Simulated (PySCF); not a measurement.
C5H10OSi.
Bonds: C1–C2, C2–C3 (triple), C3–C4, C4–Si5, Si5–O6, O6–C7. Hydrogens: H8, H9, H10 on C1; H11, H12 on C4; H13, H14 on Si5; H15, H16, H17 on C7.

The same species was optimised twice, with GFN2-xTB and with PBE0-D3(BJ)/def2-SVP (PySCF), and the same property calculations (PySCF, gas phase) were run on both structures.

| coordinate | GFN2-xTB | PBE0-D3(BJ)/def2-SVP | change |
| --- | --- | --- | --- |
| Si5–O6 (Å) | 1.624 | 1.666 | +0.042 |
| C4–Si5 (Å) | 1.899 | 1.882 | -0.017 |
| C2≡C3 (Å) | 1.199 | 1.213 | +0.014 |
| C3–C4 (Å) | 1.442 | 1.452 | +0.010 |
| O6–C7 (Å) | 1.393 | 1.399 | +0.006 |
| C1–C2 (Å) | 1.449 | 1.454 | +0.005 |
| C4–Si5–O6 (°) | 101.6 | 106.3 | +4.7 |
| Si5–O6–C7 (°) | 127.6 | 124.4 | -3.2 |
| C2–C3–C4 (°) | 179.2 | 176.9 | -2.3 |
| C3–C4–Si5 (°) | 111.1 | 109.6 | -1.5 |
| C1–C2–C3 (°) | 179.5 | 179.2 | -0.3 |
| C3–C4–Si5–O6 (°) | 180 | -179 | +1 |
| C4–Si5–O6–C7 (°) | 180 | -178 | +2 |

Rotational constants: A = 11204, B = 697.9, C = 670.2 MHz (GFN2-xTB) against A = 10221, B = 698.9, C = 667.6 MHz (PBE0-D3(BJ)/def2-SVP). Atoms that the bonding makes alike are paired by their places after alignment.

On the GFN2-xTB structure: HOMO (eV) -6.89 [PBE0/pcSseg-1]; LUMO (eV) 0.76 [PBE0/pcSseg-1]; dipole (D) 0.96 [PBE0/pcSseg-1]; GIAO shielding of C1 (ppm) 182.0 [PBE0/pcSseg-1]; GIAO shielding of C2 (ppm) 106.7 [PBE0/pcSseg-1]; GIAO shielding of C3 (ppm) 108.0 [PBE0/pcSseg-1]; GIAO shielding of C4 (ppm) 181.9 [PBE0/pcSseg-1]; GIAO shielding of Si5 (ppm) 368.9 [PBE0/pcSseg-1]; GIAO shielding of O6 (ppm) 335.6 [PBE0/pcSseg-1]; GIAO shielding of C7 (ppm) 133.0 [PBE0/pcSseg-1].

Question: What do these properties become on the PBE0-D3(BJ)/def2-SVP structure?

Answer: 
```
                                    property          level  on GFN2-xTB  on PBE0-D3(BJ)/def2-SVP  change
                                   HOMO (eV)  PBE0/pcSseg-1        -6.89                    -6.99   -0.10
                                   LUMO (eV)  PBE0/pcSseg-1         0.76                     0.81   +0.05
                                  dipole (D)  PBE0/pcSseg-1         0.96                     0.83   -0.13
energy, GFN2-xTB geometry as zero (kcal/mol)  PBE0/pcSseg-1          0.0                     -1.7    -1.7
                  GIAO shielding of C1 (ppm)  PBE0/pcSseg-1        182.0                    179.6    -2.4
                  GIAO shielding of C2 (ppm)  PBE0/pcSseg-1        106.7                    103.6    -3.1
                  GIAO shielding of C3 (ppm)  PBE0/pcSseg-1        108.0                    108.1    +0.1
                  GIAO shielding of C4 (ppm)  PBE0/pcSseg-1        181.9                    180.9    -1.0
                 GIAO shielding of Si5 (ppm)  PBE0/pcSseg-1        368.9                    364.1    -4.8
                  GIAO shielding of O6 (ppm)  PBE0/pcSseg-1        335.6                    329.4    -6.2
                  GIAO shielding of C7 (ppm)  PBE0/pcSseg-1        133.0                    130.8    -2.2
```

The heavy atoms differ by 0.102 Å rms after alignment. Among bonds between heavy atoms Si5–O6 changes most (+0.042 Å). Changes are differences of the printed values. Neither structure is proved a minimum here.

Conformer computed: `[CH3:1][C:2]#[C:3][CH2:4][SiH2:5][O:6][CH3:7]`: C3–C4–Si5–O6 -179°, C4–Si5–O6–C7 -178°.
